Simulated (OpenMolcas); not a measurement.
# Pd: effect of the basis set

```
Program             : OpenMolcas
Method              : CASSCF
Active space        : 10 electrons in 6 orbitals (4d 5s)
State averaging     : 2S+1 = 1 even, 20 roots; 2S+1 = 3 even, 15 roots kept (CI in the orbitals of an earlier block)
Spin-orbit coupling : state interaction with AMFI integrals over the reference wave functions, term energies averaged over their components
```

A. ANO-R1 [6s4p3d1f], X2C, finite nucleus; cost about 16 core-seconds
B. ANO-RCC-VDZP [6s5p3d1f], DKH2, point nucleus; cost about 9 core-seconds
C. ANO-R2 [7s5p4d2f1g], X2C, finite nucleus; cost of the order of 11 core-seconds
D. ANO-RCC-VTZP [7s6p4d2f1g], DKH2, point nucleus; cost of the order of 12 core-seconds
E. ANO-R3 [8s6p5d3f2g1h], X2C, finite nucleus; cost of the order of 13 core-seconds
F. ANO-RCC-VQZP [8s7p5d3f2g1h], DKH2, point nucleus; cost roughly 19 core-seconds

Energies in cm-1 above 4d10 1S0, the measured ground level; measured values from NIST Handbook of Basic Atomic Spectroscopic Data.

| Level | A | B | C | D | E | F | Measured |
| --- | --- | --- | --- | --- | --- | --- | --- |
| 4d9 5s 3D3 | -24842 | -24633 | -26212 | -27501 | -26125 | -27357 | 6564 |
| 4d9 5s 3D2 | -23442 | -23217 | -24833 | -26152 | -24740 | -26000 | 7755 |
| 4d9 5s 3D1 | -21240 | -20972 | -22660 | -23953 | -22563 | -23789 | 10094 |
| 4d9 5s 1D2 | -18709 | -18419 | -20189 | -21619 | -20079 | -21440 | 11722 |
| 4d8 5s2 3F4 | -10042 | -9266 | -12944 | -14319 | -12979 | -14176 | 25101 |
| 4d8 5s2 3F3 | -7057 | -6230 | -10003 | -11382 | -10029 | -11221 | 28214 |
| 4d8 5s2 3F2 | -5392 | -4559 | -8338 | -9722 | -8360 | -9554 | 29711 |
| 4d10 1S0 | 0.0 | 0.0 | 0.0 | 0.0 | 0.0 | 0.0 | 0.0 |
| 4d8 5s2 3P1 | 6409 | 7142 | 3581 | 2221 | 3549 | 2372 |  |
| 4d8 5s2 3P0 | 7164 | 7906 | 4355 | 3023 | 4328 | 3175 |  |
| 4d8 5s2 1G4 | 10176 | 10859 | 7412 | 6064 | 7375 | 6204 |  |

A puts 4d9 5s 3D3 lowest. B puts 4d9 5s 3D3 lowest. C puts 4d9 5s 3D3 lowest. D puts 4d9 5s 3D3 lowest. E puts 4d9 5s 3D3 lowest. F puts 4d9 5s 3D3 lowest.

Deviations, from unrounded energies. A percentage is the sum of absolute deviations over the sum of measured energies, with the sign that they share, or ± where signs differ.

```tsv
Against measurement	Levels	A	B	C	D	E	F
mean absolute deviation (cm-1)	7	33000	32000	35000	36000	35000	36000
other configurations (%)	7	-192.9	-190.0	-205.1	-213.0	-204.8	-212.1
```

A, B lie about equally close to measurement and D furthest from it. The largest miss of B in the table is 4d8 5s2 3F3, by -34000 cm-1. The ranking rests on the paired levels alone, and a cruder setting can come out closer through cancelling errors.

Among A to F the level of the table that moves most is 4d8 5s2 3F2, by 5200 cm-1 (lowest in D, highest in B).

Without dynamic correlation excited terms often stand tens of per cent too high (terms of higher spin than the ground term too low), and those without a measured partner can miss by more than the paired ones. Terms from blocks run as CI alone lack orbitals of their own. The lowest computed level is not the ground level that NIST lists (1S0). A single d shell beside an s shell can misplace configurations of different d count against each other. Computed and measured levels are paired by configuration, term and J; levels that our copy of the source lacks, or whose pairing is in doubt (as where it misses far off the trend of its configuration), stay unpaired and out of the deviations. Where the source uses jj or jK labels, the order within each J decides. Only configurations of the active space appear. The table leaves out levels that lie high or whose names do not pair safely across all columns.
